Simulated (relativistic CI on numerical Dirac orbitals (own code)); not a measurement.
# Sensitivity of the levels of W XVI to α and to the nuclear radius

These numbers are calculated, not measured: Dirac-Coulomb-Breit CI, separate exchange-only KLI orbitals for each configuration, derivatives by finite differences, unscaled Slater integrals, QED left out (own radial code, finite nucleus).

Configuration list (outside the closed core [Kr]): 4d10 4f11 5s2, 4d10 4f13, 4d10 4f12 5s, 4d10 4f11 5s 5p, 4d10 4f12 5p, 4d10 4f12 5f, 4d10 4f11 5s 6s, 4d9 4f13 5s. The list is cut by size and lacks configurations that can hold low levels.

With x = (α/α₀)² − 1 an excitation energy changes as ω = ω₀ + qx; K = 2q/ω₀ is the relative enhancement. Terms are leading LS components, so labels can repeat. The field-shift factor is F = δν/δ⟨r²⟩ for the transition from the lowest level.

Lowest level 4d10 4f11 5s2 4I°_15/2.

```csv
Level,ω₀ (cm⁻¹),q (cm⁻¹),K,F (GHz/fm²)
4d10 4f11 5s2 4I°_13/2,15320.9,15000,1.96,0.88
4d10 4f11 5s2 4I°_11/2,21735.3,12080,1.11,0.879
4d10 4f11 5s2 2G°_9/2,23984.9,2056,0.171,0.512
4d10 4f11 5s2 4I°_9/2,32211.4,16400,1.02,1.24
4d10 4f11 5s2 4S°_3/2,36549.7,1373,0.0751,0.704
4d10 4f11 5s2 2H°_11/2,38487.5,14110,0.733,1.26
4d10 4f11 5s2 4F°_7/2,42848.6,14390,0.672,1.33
4d10 4f11 5s2 4F°_5/2,45898.1,12360,0.539,1.31
4d10 4f11 5s2 4F°_3/2,46527.7,14350,0.617,1.4
4d10 4f11 5s2 4F°_9/2,50060.3,22870,0.914,1.82
4d10 4f11 5s2 2K°_15/2,51705.0,11190,0.433,1.39
4d10 4f11 5s2 4G°_11/2,53873.7,16810,0.624,1.64
4d10 4f11 5s2 2G°_7/2,55701.9,14350,0.515,1.36
```

At this charge transitions that keep the count of f electrons are usually good to a few per cent. Terms inside the open d or f shell come out 10 to 20 % too wide with unscaled integrals. Levels and lines within the n = 5 or 6 shells can be off by up to 10 % or somewhat more, and those that change n by about 2 %, since core polarisation is missing. Levels that differ in their count of f electrons can be misplaced by several ten thousand cm⁻¹, since the correlation energy of f electrons is missing or only estimated; rates across such gaps can be off by orders of magnitude.
